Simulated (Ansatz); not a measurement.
Reactions of `OCO`.

Calculated with Ansatz (gas phase, PBE0-D4/def2-TZVP geometries, no zero-point term in ΔE). CCSD(T)/CBS adds triple-zeta CCSD(T) − MP2 to the extrapolated MP2 energy (def2 sets, frozen cores). Small cases extrapolate CCSD(T) itself. Functionals use def2-TZVPP. No spin–orbit coupling; open shells (•) take unrestricted orbitals. Spin–orbit coupling would lower the free atoms: a little for C, O. Each species was taken in one conformer, which may not be the lowest.

```json
{"reaction": "`OCO` + `BN[SiH3]` → `BN[SiH2]CO` + H₂O", "r2SCAN-D4 (eV)": "-0.26", "ωB97M-V (eV)": "-0.27", "PBE-D4 (eV)": "-0.28", "MP2/CBS(def2) (eV)": "-0.38"}
{"reaction": "`OCO` → C• + 4 H• + 2 O•", "r2SCAN-D4 (eV)": "26.87", "ωB97M-V (eV)": "26.95", "PBE-D4 (eV)": "27.57", "MP2/CBS(def2) (eV)": "27.57"}
{"reaction": "`OCO` + `N[SiH2]F` → `OCN[SiH2]F` + H₂O", "r2SCAN-D4 (eV)": "0.01", "ωB97M-V (eV)": "-0.01", "PBE-D4 (eV)": "-0.03", "MP2/CBS(def2) (eV)": "-0.09"}
{"reaction": "`OCO` → `[CH2]` (triplet) + hydrogen peroxide", "r2SCAN-D4 (eV)": "6.75", "ωB97M-V (eV)": "7.02", "PBE-D4 (eV)": "6.92", "MP2/CBS(def2) (eV)": "7.28"}
{"reaction": "`OCO` + `[SiH3]S` → `OCS[SiH3]` + H₂O", "r2SCAN-D4 (eV)": "-0.01", "ωB97M-V (eV)": "0.02", "PBE-D4 (eV)": "-0.06", "MP2/CBS(def2) (eV)": "-0.14"}
{"reaction": "`OCO` → `[CH2]O`• + `[OH]`•", "r2SCAN-D4 (eV)": "4.26", "ωB97M-V (eV)": "4.50", "PBE-D4 (eV)": "4.53", "MP2/CBS(def2) (eV)": "4.87"}
{"reaction": "`OCO` + `CBN` → `CBNCO` + H₂O", "r2SCAN-D4 (eV)": "-0.03", "ωB97M-V (eV)": "-0.05", "PBE-D4 (eV)": "-0.06", "MP2/CBS(def2) (eV)": "-0.16"}
```

Give the CCSD(T)/CBS values in the same order. (An estimate is asked.)

The calculation gave: -0.32, 26.94, -0.06, 7.03, -0.06, 4.55, -0.12 eV.

Largest T1 diagnostic: 0.016, for `[CH2]O`•.

Extrapolated directly: `OCO` → C• + 4 H• + 2 O•; `OCO` → `[CH2]` (triplet) + hydrogen peroxide.
